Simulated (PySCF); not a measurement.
**Polarisability and C₆ of Be (beryllium, neutral)**

[He] 2s2, closed-shell 1S. Computed with PySCF 2.14 in dyall-acv3z (15s9p4d2f, 76 functions), with the non-relativistic Hamiltonian (point nucleus). Coupled (time-dependent) response in atomic units; α is the mean over directions.

| method | mean α (bohr³) | C₆ (like pair) | S(−4) |
| --- | --- | --- | --- |
| UHF | 45.62 | 282.6 | 1434 |
| PBE | 42.91 | 257.0 | 1282 |
| PBE0 | 42.98 | 258.1 | 1280 |
| B3LYP | 43.22 | 258.4 | 1315 |
| CAM-B3LYP | 43.18 | 257.9 | 1314 |

S(−4) is the Cauchy moment in α(ω) = α(0) + S(−4) ω² + …

Reference α: 37.74 ± 0.03 bohr³ (recommended; Schwerdtfeger and Nagle, table of static dipole polarizabilities (2023 update)). Published C₆: 227.0 (Chu and Dalgarno (2004); Tang, Norbeck and Certain (1976)).

Hartree-Fock lies above the reference because it lacks correlation, which contracts the outer shell.

α(iu) at UHF:

```
u (hartree)  α(iu) (bohr³)
          0          45.62
     0.0500          42.30
      0.100          34.76
      0.200          20.44
      0.300          12.27
      0.500          5.540
      0.750          2.768
       1.00          1.669
       1.50         0.8155
       2.00         0.4930
       3.00         0.2463
       5.00         0.1051
```

A single London oscillator, α(iu) = α/(1 + u²/ω²), gives C₆ = (3/4) ω α². Matching the computed C₆ needs ω = 4 × 282.6 / (3 × 45.62²) = 0.181 hartree.
